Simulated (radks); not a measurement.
Problem. All-electron atom: Ba V in [Kr] 4d10 5s2 5p3.75 4f0.25 (fractional occupations, a model configuration). Method: Dirac Kohn-Sham, PBE, spin-unpolarised, spherical densities, finite nucleus; open shells fill j = l - 1/2 first; Fermi nuclear charge, rms radius 4.8378 fm; computed with a radial shooting solver on a logarithmic mesh with Libxc functionals. Some entries of the table are withheld. Estimate them.

orbital,occ.,eigenvalue (Ry),r(max) (bohr)
1s1/2,2,-2738.976,0.01642
2s1/2,2,-435.1739,0.09302
2p1/2,2,(1),0.07107
2p3/2,4,(2),0.07614
3s1/2,2,-94.08771,0.2665
3p1/2,2,-83.56379,0.2531
3p3/2,4,-78.13884,0.2642
3d3/2,4,-59.67356,(3)
3d5/2,6,-58.51693,(4)
4s1/2,2,-20.71028,0.6253
4p1/2,2,-16.88359,0.6374
4p3/2,4,-15.75286,0.6615
4d3/2,4,-9.49945,0.6907
4d5/2,6,-9.30684,0.6988
5s1/2,2,-5.11480,1.451
5p1/2,2,(5),1.580
5p3/2,1.75,(6),1.639
4f5/2,0.25,-2.54969,(7)
4f7/2,0,-2.53351,(8)
5d3/2,0,-2.38514,2.044
5d5/2,0,-2.36223,2.065
6s1/2,0,-2.02175,(9)

Solution. 
(1) 2p1/2 eigenvalue (Ry): -410.1072
(2) 2p3/2 eigenvalue (Ry): -382.0481
(3) 3d3/2 r(max) (bohr): 0.2133
(4) 3d5/2 r(max) (bohr): 0.2164
(5) 5p1/2 eigenvalue (Ry): -4.05396
(6) 5p3/2 eigenvalue (Ry): -3.87346
(7) 4f5/2 r(max) (bohr): 0.8032
(8) 4f7/2 r(max) (bohr): 0.8086
(9) 6s1/2 r(max) (bohr): 3.158
